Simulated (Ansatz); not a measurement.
Computed with Ansatz on PBE0-D4/def2-TZVP structures; ΔE is electronic, products minus reactants. CCSD(T)/CBS is the MP2 limit (def2-TZVPP, def2-QZVPP) plus CCSD(T) − MP2 in def2-TZVPP, frozen cores. This one scheme is used for every species. Functionals use def2-TZVPP. One conformer a species, not always the lowest.

`BN(C)BC` + `CCC(C)C(C)C` → `BN(B)C` + `CCCC(C)C(C)C`  (formal exchange of groups at a B–C bond)

Problem. Is it downhill or uphill in electronic energy at CCSD(T)/CBS, and by how much? (An estimate is asked.)

Solution. Ansatz gave: Uphill: ΔE = +46.7 kJ/mol.

Problem. What do these levels give: r2SCAN-D4, ωB97M-V, PBE, MP2/def2-TZVPP, CCSD/def2-TZVPP, HF/def2-QZVPP? (Best estimate.)

Solution. Computed: r2SCAN-D4 52.9, ωB97M-V 49.0, PBE 52.0, MP2/def2-TZVPP 46.6, CCSD/def2-TZVPP 45.5, HF/def2-QZVPP 40.4 kJ/mol.

Largest T1 diagnostic among the species: 0.011.

In def2-TZVPP, CCSD(T) changes the Hartree–Fock value by +5.5 kJ/mol (the triples alone add +0.5 kJ/mol) and MP2 by +6.1 kJ/mol.
